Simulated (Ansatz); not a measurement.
Ideal-gas functions of AlFH₅NSi, SMILES `[NH2][Al]([F])[SiH3]` at 400 K and 1 bar, from an Ansatz frequency run at PBE0-D4/def2-TZVP.

Molar mass 93.11 g/mol, point group Cs (symmetry number 1), electronic degeneracy 1, moments of inertia 83.435, 203.91, 281.515 u Å². Harmonic wavenumbers (cm⁻¹, unscaled): 50, 115, 190, 196, 378, 378, 416, 461, 464, 647, 779, 869, 888, 938, 939, 1563, 2205, 2214, 2215, 3606, 3698.

Use S(trans) = R[1.5 ln M + 2.5 ln T − 1.1517]; rotational temperatures θ = 24.2544 K / I; S(rot) = R[ln(√π/σ · √(T³/θAθBθC)) + 1.5]; for each mode x = 1.438777 ν̃/T, S = R[x/(eˣ − 1) − ln(1 − e⁻ˣ)] and H = RT x/(eˣ − 1); 1 cm⁻¹ = 0.0119627 kJ/mol; R = 8.31446 J/(mol·K).

**Question.** By hand: the entropy, in J/(mol·K).

**Answer.** Translation 171.5. Rotation: θ = 0.2907, 0.1189, 0.0862 K, giving 116.1. Vibration, mode by mode: 22.59, 15.71, 11.64, 11.39, 6.37, 6.37, 5.70, 5.00, 4.96, 2.95, 2.03, 1.57, 1.48, 1.28, 1.28, 0.20, 0.03, 0.03, 0.03, 0.00, 0.00, in all 100.6. Electronic 0.0. Sum 388.2 J/(mol·K).

**Question.** By hand: H − E and G − E in kJ/mol, counted from the electronic energy.

**Answer.** Zero-point energy ½ × 23209 × 0.0119627 = 138.8; thermal vibration 20.7; translation, rotation and pV give 4 RT = 13.3. H − E = 172.8 kJ/mol, and G − E = 172.8 − 400 × 388.2/1000 = 17.5 kJ/mol.

Vibration gives 26 % of the entropy, 38.3 J/(mol·K) of it from the modes under 150 cm⁻¹: soft modes count most, and the harmonic formula is weakest for them. The sum counts one conformer and one mirror image; others add a mixing term.
